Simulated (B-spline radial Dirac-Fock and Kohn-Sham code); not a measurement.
## Two-hole binding energies of Pb²²⁺

System: the Pb²²⁺ ion, 1s2 2s2 2p6 3s2 3p6 3d10 4s2 4p6 4d10 4f13 5s1 (tabulated as the ground configuration, which this calculation does not bear out).

Calculated with a radial finite-basis atomic code, using multi-electron Dirac-Fock with separately optimised hole states, Breit and Lamb-shift corrections added in first order. U is the two-hole binding energy less the two single-hole energies, the effective repulsion of the holes after relaxation. Each two-hole energy is an average over J within one jj subconfiguration.

```csv
holes,E(a) (eV),E(b) (eV),E(ab) (eV),U (eV)
1s⁻¹ 2p3/2⁻¹,88598.0,13624.4,102631.5,409.0
1s⁻¹ 3p1/2⁻¹,88598.0,4136.2,92906.1,171.9
1s⁻¹ 3d3/2⁻¹,88598.0,3164.7,91904.5,141.8
1s⁻¹ 3d5/2⁻¹,88598.0,3062.2,91795.7,135.5
2s⁻¹ 2p3/2⁻¹,16456.4,13624.4,30332.6,251.7
2p3/2⁻²,13624.4,13624.4,27539.1,290.3
2p1/2⁻¹ 3s⁻¹,15790.2,4433.5,20352.8,129.1
2p3/2⁻¹ 3p1/2⁻¹,13624.4,4136.2,17896.8,136.2
3p1/2⁻¹ 3p3/2⁻¹,4136.2,3646.8,7877.0,94.0
3d3/2⁻²,3164.7,3164.7,6436.7,107.3
3d3/2⁻¹ 3d5/2⁻¹,3164.7,3062.2,6334.1,107.2
3d5/2⁻²,3062.2,3062.2,6229.2,104.8
4d3/2⁻²,989.2,989.2,?,?
4d5/2⁻²,965.8,965.8,1980.0,48.5
```

Q: Give the missing two-hole energy and U.

A: E(ab) = 2027.3 eV and U = 49.0 eV.
